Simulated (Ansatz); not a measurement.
`F[SiH2]N[SiH2]Cl` + H–F → `F[SiH2]Cl` + `N[SiH2]F` at 500 K and 1 bar (ligand exchange at the Si–N bond).

Gas-phase electronic energies from Ansatz, PBE0-D4/def2-TZVP geometries. CCSD(T)/CBS is the MP2 limit (def2-TZVPP, def2-QZVPP) plus CCSD(T) − MP2 in def2-TZVPP, frozen cores. This one scheme is used for every species. One conformer a species, not always the lowest.

```csv
species,CCSD(T)/CBS energy (Eh),H − E (kJ/mol),S (J/(mol·K))
`F[SiH2]N[SiH2]Cl`,-1195.61677,197.1,439.5
H–F,-100.39570,39.4,188.7
`F[SiH2]Cl`,-849.96195,83.3,315.2
`N[SiH2]F`,-446.07709,152.9,325.1
```

H − E and S are ideal-gas, rigid-rotor, harmonic terms from PBE0-D4/def2-TZVP, for one conformer and one mirror image of each species. 1 Eh = 2625.50 kJ/mol, R = 8.31446 J/(mol·K).

Task: By hand: ΔE, ΔH, ΔS and ΔG.

Result: ΔE = (-849.96195) + (-446.07709) − (-1195.61677) − (-100.39570) = -0.02657 Eh = -69.8 kJ/mol. Δ(H − E) = 83.3 + 152.9 − 197.1 − 39.4 = -0.3, so ΔH = -70.1 kJ/mol. ΔS = 315.2 + 325.1 − 439.5 − 188.7 = 12.1 J/(mol·K). ΔG = -70.1 − 500 × (12.1)/1000 = -76.1 kJ/mol.

Task: By hand: the equilibrium constant, and the temperature at which ΔG would vanish if ΔH and ΔS stayed fixed.

Result: log₁₀ K = −ΔG/(RT ln 10) = 7.9. ΔH and −TΔS have one sign here, so there is no such temperature.

The number of gas molecules stays the same, so ΔS is small and ΔH decides. A doubt of 5 kJ/mol in ΔE shifts log₁₀ K by 0.5 here. Other conformers and mirror images would add mixing entropy, several J/(mol·K) or more a flexible species. Modes under 60 cm⁻¹, often nearly free rotors, make the harmonic entropy too high. These are equilibria of isolated gas molecules and say nothing of rates. Largest T1 diagnostic: 0.011 (customary marks: 0.02 for closed shells, 0.045 for open ones).

ΔS is within the doubt of such terms, so its sign, and with it that verdict, could turn.
